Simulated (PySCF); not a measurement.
C₄H₈OSi, SMILES C1[SiH](C)CC1=O. Geometry: r2SCAN-D4/def2-SVP. This is a generated structure with no PubChem entry under its InChIKey; it may be hypothetical.

The numbers are results of r2SCAN-D4/def2-SVP (PySCF), not measurements.

Harmonic wavenumbers (cm⁻¹): 86, 155, 171, 210, 381, 463, 522, 535, 613, 616, 705, 716, 732, 780, 842, 867, 900, 911, 1025, 1075, 1110, 1134, 1257, 1360, 1381, 1425, 1429, 1838, 2232, 3036, 3041, 3047, 3142, 3145, 3158, 3160. Rotational constants (GHz): 7.485, 1.799, 1.620; symmetry number 1.

**Question.** Work out the zero-point energy and the ideal-gas rigid-rotor harmonic-oscillator thermochemistry at 298.15 K and 1 atm.

**Answer.** ZPE = ½ Σ hcν = ½ × 47201 cm⁻¹ = 67.48 kcal/mol. H − E(el) = 72.75 kcal/mol. Entropy in cal/(mol K): translation 39.72, rotation 27.09, vibration 16.72, total 83.53. G − E(el) = 47.85 kcal/mol. Cp = 29.72 cal/(mol K). Modes under 150 cm⁻¹ make the vibrational entropy uncertain.
